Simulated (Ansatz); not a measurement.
# CH3GeMg: where a starting geometry ends

The starting geometry of this gas-phase doublet was optimised with GFN2-xTB.

```yaml
atoms:
  - { symbol: C, position_ang: [-0.5658, 0.6571, -0.5321] }
  - { symbol: Ge, position_ang: [-0.5181, -0.5476, 0.9363] }
  - { symbol: Mg, position_ang: [1.4207, -1.1291, -0.4627] }
  - { symbol: H, position_ang: [-0.0976, 1.6368, -0.5657] }
  - { symbol: H, position_ang: [-1.3287, 0.5436, -1.3012] }
  - { symbol: H, position_ang: [0.7377, 0.2862, 1.7186] }
```

Question: Where would you expect an optimisation with PBE-D3(BJ)/def2-SVP to take it?

Answer: A new bond forms, giving a structure with H6 bridging Ge2 and Mg3, given below by its coordinates. Distances that change by over a tenth: C1–Mg3 (2.67 → 2.28 Å), Ge2–Mg3 (2.46 → 2.82 Å). Contacts that close: Mg3–H6 (2.69 → 2.07 Å).

The energy falls by 0.41 eV over 17 steps:

```
step  E − E(last) (eV)
   1             0.405
   3             0.269
   5             0.186
   6             0.143
   8             0.088
  10             0.042
  12             0.006
  13             0.003
  15             0.000
  17             0.000
```

Final geometry (Å):

```xyz
6

C    -0.5699    0.5088   -0.5186
Ge   -0.8447   -0.2812    1.1952
Mg    1.4835   -0.4750   -0.3774
H     0.1654    1.2980   -0.8196
H    -1.4132    0.5033   -1.2328
H     0.8272   -0.1069    1.5463
```

Frequencies at the end are all real (lowest 200 cm⁻¹). Open shells are spin-unrestricted. Run with Ansatz 0.2.0, 72 s on 1 thread of Arm Neoverse V1, with other jobs on the host.
